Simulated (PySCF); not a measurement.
## Gas-phase XPS of `CC1[SiH2]C[SiH2]1`, computed

Compound: C3H10Si2.
Atom-mapped SMILES: `[CH3:1][CH:2]1[SiH2:3][CH2:4][SiH2:5]1`

Structure used (GFN2-xTB), in Å, numbered top down from 1:
```
atom  x, y, z in Å
C1     1.8816   -0.5771   -0.3483
C2     0.6550   -0.2299    0.4852
Si3   -0.9873   -1.1449    0.0614
C4    -1.8215    0.5786   -0.0449
Si5   -0.1526    1.4947    0.1908
H6     2.1912   -1.6079   -0.1771
H7     1.6715   -0.4606   -1.4096
H8     2.7201    0.0729   -0.0991
H9     0.9195   -0.3640    1.5371
H10   -1.5014   -2.0402    1.1013
H11   -0.9445   -1.8597   -1.2164
H12   -2.3345    0.7871   -0.9797
H13   -2.5394    0.7667    0.7492
H14   -0.0892    2.4263    1.3207
H15    0.3272    2.1662   -1.0198
```

Theory: PySCF 2.14.0, delta-SCF UKS SCAN, pcX-2 on the ionised atom, pcseg-1 elsewhere, spin-free X2C. Each binding energy is the total energy of the core-ionised species, with the hole localised on one atom, minus that of the ground state; both are solved self-consistently, so orbital relaxation is included.

**Question.** List the computed XPS lines with their assignment.

**Answer.** 
```csv
atom(s),environment,level,binding energy (eV),2p1/2 (eV),above the level's lowest (eV),count
C1,methyl carbon,C 1s,290.38,–,+1.07,1
C2,sp3 carbon bound to silicon,C 1s,289.33,–,+0.02,1
Si3/Si5,SiH2 silicon,Si 2p3/2,106.22,106.85,0.00,2
Si3/Si5,SiH2 silicon,Si 1s,1845.97,–,0.00,2
C4,sp3 carbon bound to silicon,C 1s,289.31,–,0.00,1
```

Lowest listed C 1s: C4, bonded to 2 H and 2 Si. Highest, 1.07 eV above it: C1, bonded to C and 3 H. Summing the Pauling electronegativity differences to the bonded atoms, each weighted by its formal bond order, gives -2.00 for the lowest site and -1.05 for the highest; no listed site has a larger sum than the highest. The values 289.31 and 289.33 eV lie too close for their order to be trusted.

**Question.** Express the binding energy of C 1s of C2 in atomic units and per mole.

**Answer.** 289.33 eV = 10.6327 Eh = 27916 kJ/mol.

**Question.** Which effective nuclear charge Zeff reproduces each element's mean 1s value in the hydrogen-like formula E = 13.606 eV × Zeff²?

**Answer.** C (Z = 6): mean 289.7 eV, Zeff = 4.61, Z − Zeff = 1.39; Si (Z = 14): mean 1846.0 eV, Zeff = 11.65, Z − Zeff = 2.35. Means run over the listed sites, weighted by atom count.

The first atom of each set that the bonding makes equivalent was ionised and stands for the set. Spin–orbit and ligand-field terms were added within each 2p shell after the spin-free SCF. 2p1/2 minus 2p3/2 (ligand field included): Si 0.62 eV. Isolated species at its GFN2-xTB geometry, gas phase.
